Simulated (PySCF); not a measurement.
**r2SCAN on Be (beryllium, neutral)**

Configuration: [He] 2p2, high-spin 3P determinant (an excited configuration). Computed with PySCF 2.14 in aug-cc-pVTZ-DK (5s4p3d2f, 46 functions), with the spin-free X2C one-electron Hamiltonian (Gaussian nucleus).

| Quantity | Value |
| --- | --- |
| Total energy | -14.4282 hartree |
| One-electron energy | -18.6784 hartree |
| Hartree (Coulomb) energy | 6.9827 hartree |
| Exchange-correlation energy | -2.7326 hartree |
| ⟨S²⟩ | 2.0000 |
| ⟨L²⟩ | 2.005 |
| Sum of ⟨r⟩ | 6.589 bohr |
| Sum of ⟨r²⟩ | 21.09 bohr² |
| Traceless quadrupole moment −½Σ⟨3z² − r²⟩ along its main axis | 4.31 e·bohr² |
| Langevin diamagnetic susceptibility | -16.7 ×10⁻⁶ cm³/mol |

```tsv
shell	electrons	mean orbital energy (eV)	rms radius, mean of both spins (bohr)
1s α	1	-110.58	0.487
1s β	1	-110.26	0.487
2p α	2	-3.530	3.21
```
